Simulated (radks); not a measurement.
The numbers below are computed, except where a source is named.
Ce2+, 56 electrons, occupied as [Xe] 4f1 6p1 (not the ground configuration). Code: a radial shooting solver on a logarithmic mesh with Libxc functionals. Model: scalar-relativistic Kohn-Sham, PBE, spin-polarised, spherical densities, point nucleus; open shells are filled with parallel spins first (spin-orbit coupling, left out, can overturn this in heavy ions).

Normalised radial functions P(r) = r R(r), r in bohr:

r           5p up  5p down
0.00295    0.0046   0.0046
0.003998   0.0078   0.0077
0.005461   0.0132   0.0132
0.007401   0.0220   0.0219
0.01003    0.0359   0.0358
0.01359    0.0573   0.0571
0.01857    0.0892   0.0888
0.02517    0.1299   0.1293
0.03411    0.1748   0.1740
0.04623    0.2082   0.2072
0.06316    0.2001   0.1991
0.0856     0.1159   0.1154
0.116     -0.0523  -0.0521
0.1572    -0.2412  -0.2400
0.2148    -0.3016  -0.3002
0.2911    -0.0999  -0.0993
0.3945     0.2718   0.2706
0.5347     0.4666   0.4644
0.7305     0.1794   0.1788
0.99      -0.4150  -0.4127
1.342     -0.8459  -0.8434
1.818     -0.8249  -0.8262
2.484     -0.4815  -0.4832
3.367     -0.1744  -0.1755
4.563     -0.0367  -0.0360
6.184     -0.0036  -0.0033
8.448     -0.0001  -0.0001
11.45     0.0000  0.0000

5p up: eigenvalue -39.369 eV, 3 radial nodes at r = 0.107, 0.317, 0.806 bohr, <r> = 1.72 bohr, 90 % of the charge inside 2.49 bohr. 5p down: eigenvalue -38.877 eV, 3 radial nodes at r = 0.107, 0.317, 0.806 bohr, <r> = 1.73 bohr, 90 % of the charge inside 2.50 bohr.
